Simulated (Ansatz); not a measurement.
`[SiH3]C1C=CS1` → `C[SiH]1C=CS1`  (isomerisation)

Computed with Ansatz on PBE0-D4/def2-TZVP structures; ΔE is electronic, products minus reactants. CBS: MP2 limit from def2 TZ/QZ plus the TZ coupled-cluster correction, frozen cores. Functionals use def2-TZVPP.

`[SiH3]C1C=CS1`:

```xyz
11

Si    0.447    1.478    0.563
C    -0.659    0.180   -0.235
C     0.075   -0.921   -0.934
C    -0.173   -1.928   -0.087
S    -1.187   -1.045    1.044
H    -0.345    2.313    1.504
H     1.547    0.787    1.277
H     1.012    2.366   -0.491
H    -1.512    0.607   -0.767
H     0.663   -0.875   -1.841
H     0.133   -2.963   -0.032
```

`C[SiH]1C=CS1`:

Z-matrix (Å, degrees):
```
Si
C 1 1.844
C 1 2.367 2 34.4
C 1 1.858 2 119.6 3 -114.2
S 1 2.179 2 80.3 3 -0.6
H 1 1.487 2 116.1 3 109.4
H 2 1.082 1 140.0 3 -178.5
H 3 1.088 2 128.5 1 -178.9
H 4 1.093 1 110.6 2 164.1
H 4 1.094 1 110.2 2 -76.5
H 4 1.091 1 110.5 2 43.7
```

```json
{"level": "r2SCAN0-D4", "ΔE (kJ/mol)": "-162.9"}
{"level": "MP2/def2-SVP", "ΔE (kJ/mol)": "-138.9"}
{"level": "CCSD/def2-TZVPP", "ΔE (kJ/mol)": "-153.7"}
{"level": "HF/def2-QZVPP", "ΔE (kJ/mol)": "-160.1"}
```

Task: What does CCSD(T)/CBS give? (An estimate is asked.)

Result: The calculation gave: -154.2 kJ/mol. The listed levels differ from it by -8.7, 15.3, 0.5, -5.9 kJ/mol.

Largest T1 diagnostic among the species: 0.013.

From PBE to PBE0 (25 % exact exchange), in def2-TZVPP and without D4, ΔE moves by −4.8 kJ/mol. In def2-TZVPP, CCSD(T) changes the Hartree–Fock value by +8.6 kJ/mol (the triples alone add +2.1 kJ/mol) and MP2 by +7.3 kJ/mol.
